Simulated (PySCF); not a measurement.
## C₆ coefficients of unlike pairs at PBE

Calculated with PySCF 2.14 from the dipole response of each species, C₆(A,B) = (3/π) ∫ α_A(iu) α_B(iu) du, in atomic units, from isotropic polarisabilities. For ions this is the dispersion term alone; charge-induced terms of lower order in 1/R come first.

```
species            configuration                                                                                              basis      relativity  α (bohr³)  C₆ (like pair)
   Zn³⁺            [Ar] 3d9 (2D)                                                            aug-cc-pVDZ-PP with ECP10MDF (5s5p4d2f)  core potential      1.283           2.663
    Tl⁺  [Xe] 4f14 5d10 6s2 (1S)                 aug-cc-pwCVTZ-DK3 with one added diffuse shell each of s, d, f type (12s10p9d6f1g)   spin-free X2C      19.98           161.1
     Re   [Xe] 4f14 5d5 6s2 (6S)  aug-cc-pVTZ-PP with one added diffuse shell each of s, p, d, f, g type with ECP60MDF (7s7p6d4f3g)  core potential      65.94           771.1
   Al³⁺                [Ne] (1S)                                                                       aug-cc-pV(Q+d)Z (7s6p5d3f2g)            none     0.2620          0.2259
```

**Question.** Estimate C₆ for Re with Zn³⁺.

**Answer.** The integral gives 30.64. The combination rule 2 C_A C_B / (C_A α_B/α_A + C_B α_A/α_B) gives 27.05 and the geometric mean 45.32.

No spin-orbit coupling is included.

The other pairs:

```
      pair      C₆
 Al³⁺, Tl⁺   4.386
  Al³⁺, Re   7.106
   Re, Tl⁺   332.1
Al³⁺, Zn³⁺  0.7561
 Tl⁺, Zn³⁺   17.66
```
